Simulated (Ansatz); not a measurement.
Calculated with Ansatz (gas phase, PBE0-D4/def2-TZVP geometries, no zero-point term in ΔE). CCSD(T)/CBS is the MP2 limit (def2-TZVPP, def2-QZVPP) plus CCSD(T) − MP2 in def2-TZVPP, frozen cores. This one scheme is used for every species. Functionals use def2-TZVPP. B3LYP here is the variant with VWN-RPA as its local correlation; programs differ in this. For Ge outer-core shells are correlated without core-valence functions, which leaves a few kJ/mol of doubt a bond. Scalar relativity is left out up to krypton. One conformer a species, not always the lowest.

Consider the ligand exchange at a Ge–F bond: `[F][Ge]([Cl])([Cl])[Cl]` + `CC(C)N` → `CC(C)[NH][Ge]([Cl])([Cl])[Cl]` + H–F.

```tsv
level	ΔE (kcal/mol)
PBE0-D4	6.0
B3LYP-D4	6.8
B2PLYP	8.9
SCS-MP2/def2-QZVPP	5.7
```

What does CCSD(T)/CBS give? (Estimate.)

Computed: +4.5 kcal/mol. The listed levels differ from it by 1.5, 2.3, 4.4, 1.2 kcal/mol.

Largest T1 diagnostic among the species: 0.010.

Leaving LDA and LC-ωPBE aside and taking each functional with its dispersion term where it has one, the values, not all of them listed here, spread over 4.5 kcal/mol, from revPBE-D4 to B97M-V. LDA lies −3.8 kcal/mol from PBE without D4. From r2SCAN to r2SCAN0 (25 % exact exchange), in def2-TZVPP and without D4, ΔE moves by −0.9 kcal/mol. In def2-TZVPP, CCSD(T) changes the Hartree–Fock value by −6.9 kcal/mol (the triples alone add −0.9 kcal/mol) and MP2 by −8.6 kcal/mol.
